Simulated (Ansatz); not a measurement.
System: Sc, charge 2, doublet.

Total energies in cc-pwCVTZ-DK, 9 correlated electrons, 5 frozen orbitals. Open shells are spin-unrestricted; no spin-orbit coupling. The -DK rows use spin-free X2C, correlate 3s3p of the metal (1s2s2p frozen) and give its partners the cc-pVXZ-DK valence sets. Open-shell metal atoms are single determinants, not pure terms.

| method | program | energy (Eh) | minus CCSDT(Q) (mEh) |
|---|---|---|---|
| HF | Ansatz | -762.64030 | 312.90 |
| MP2 | Ansatz | -762.92324 | 29.97 |
| CCSD | Ansatz | -762.94514 | 8.07 |
| CCSD(T) | Ansatz | -762.95265 | 0.55 |
| CCSDT(Q) | Ansatz | -762.95320 | 0.00 |

Ansatz is a first-principles code.
